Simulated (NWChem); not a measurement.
# TaCl₄ cation; SMILES [Cl][Ta+]([Cl])([Cl])[Cl]

This spin state was assumed; another may lie lower. def2 effective core potentials on Ta; no spin-orbit coupling.

Q: Give the equilibrium geometry at PBE0/def2-SVP with def2 effective core potentials on Ta (NWChem) as an XYZ file, with the point group.

A: point group Td; any orientation.
```
5

Ta     0.0000     0.0000     0.0000
Cl     1.1387     0.9190    -1.6690
Cl     1.4160    -0.7726     1.5247
Cl    -1.3209     1.5264     0.9231
Cl    -1.2338    -1.6727    -0.7789
```
